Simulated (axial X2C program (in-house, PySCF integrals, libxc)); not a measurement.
## Low determinants of HfP at the PBE0 level, two-component

Calculated with an axial X2C code built on PySCF integrals. Two-component (2c) means X2C with spin–orbit coupling and atomic mean-field two-electron Coulomb and Gaunt terms. Basis: Hf dyall-cv3z [13s14p9d7f4g], P dyall-v3z [8s7p2d1f] (cores contracted in-house); Gaussian nuclei, density fitting, unrestricted open shells. Masses: Hf 179.947 u, P 30.974 u.

Search at 2.187 Å (vertical energies from the lowest determinant):

```csv
ΔE (eV),state,electrons beyond evenly filled partner blocks,"electrons in ±ω = 1/2, 3/2, 5/2, 7/2"
0.00,Ω = 1/2,ω = 1/2,53 24 8 2
0.75,Ω = 3/2,ω = 3/2,54 23 8 2
0.99,Ω = 3/2,ω = 3/2,52 25 8 2
1.23,Ω = 5/2,"ω = -1/2, 2 × ω = 3/2",53 24 8 2
1.31,Ω = 5/2,ω = 5/2,52 24 9 2
1.38,Ω = 1/2,"2 × ω = -1/2, ω = 3/2",52 25 8 2
1.45,Ω = 9/2,"ω = 1/2, ω = 3/2, ω = 5/2",53 23 9 2
```

Lowest determinant, Ω = 1/2 (⟨Sz⟩ = 0.49, ⟨Lz⟩ = 0.01 at PBE0): Re = 2.184 Å, ωe = 517.7 cm⁻¹.

The determinant in row 2 of the search, Ω = 3/2 (⟨Sz⟩ = 0.50, ⟨Lz⟩ = 1.00 at PBE0), was followed along the bond at PBE0; measured from the minimum of the lowest determinant it gives:

Te = 0.623 eV (5023 cm⁻¹), Re = 2.291 Å, ωe = 454.1 cm⁻¹.

Question: Compare the bond of the determinant in row 2 with that of the lowest one.

Answer: At PBE0 its Re is 0.107 Å longer and its force constant, which goes as ωe², is 0.77 times that of the lowest determinant. T0 ≈ Te + Δωe/2 = 5023 + (-32) = 4991 cm⁻¹.

The search compares states at one distance, so a state with another bond length can lie lower; it is not exhaustive and yields mostly the lowest determinant of each block pattern, so other components and higher states of one pattern are missing. These are energies of single determinants, not of spin-adapted states; PBE0 term energies can be off by some tenths of an eV, and the functional has no current term.
